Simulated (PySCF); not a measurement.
Diatomic cations of Rb with the sixth-period p block

CCSD(T) with double-zeta basis sets in PySCF, for the lowest determinant that a PBE0 search found; no spin–orbit coupling. De refers to high-spin ground-configuration atoms (the charge goes to the atom of lower measured ionisation energy or higher electron affinity, which is not always the lowest computed limit).

```tsv
M	basis	reference, frozen orbitals	charged atom	state (unpaired electrons)	Re (Å)	ωe (cm⁻¹)	De (eV)
Tl	def2-SVP	UHF, 4	Rb+	doublet (σ ↑)	4.250	42.3	n/a
Pb	def2-SVP	UHF, 4	Rb+	triplet (σ ↑, π ↑)	4.176	41.0	n/a
Bi	def2-SVP	UHF, 4	Rb+	quartet (σ ↑, π ↑↑)	4.185	34.1	n/a
```

The shortest bond is that of RbPb⁺ (4.176 Å), the longest that of RbTl⁺ (4.250 Å).

The state changes along the series, so neighbouring rows are not always alike in their bonding.

Correlated steps freeze 4 core orbitals. Spin–orbit coupling is left out, which matters for elements this heavy, above all for dissociation energies. States were picked by a PBE0 search and need not be the measured ground states.
